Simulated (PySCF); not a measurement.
A GIAO shielding run with PySCF (density fitting, non-relativistic, gas phase) on SMILES C#Cc1pc(C(F)(F)F)cs1, C₆H₂F₃PS:

```
$ OMP_NUM_THREADS=1 python probes_run.py task.json out

{"job": {"kind": "nmr", "xc": "PBE0", "basis": "pcSseg-1"}, "charge": 0, "multiplicity": 1}
C      4.008831     0.241950    -0.480209
C      2.824418     0.101292    -0.318901
C      1.452075    -0.072670    -0.128273
P      0.279127     1.167192    -0.401443
C     -1.044035     0.085242     0.069125
C     -2.447708     0.581921     0.065995
F     -2.961033     0.694010     1.306208
F     -2.542405     1.794181    -0.497622
F     -3.287858    -0.225762    -0.605858
C     -0.749064    -1.190620     0.441978
S      0.895149    -1.628786     0.414631
H      5.037738     0.383103    -0.626267
H     -1.469621    -1.930567     0.742910
```

Hardware: 1 thread of an x86-64 server CPU, shared host. The job also computes population analyses, field gradients, ring-centre shieldings.

(1) How large is the calculation?

(2) How long does it take?

## Answers

(1) 96 electrons, 211 basis functions and 1139 auxiliary functions.

(2) 44 s of wall time, with 14 SCF cycles and 5 response iterations. Times on a shared host scatter by some tens of per cent.
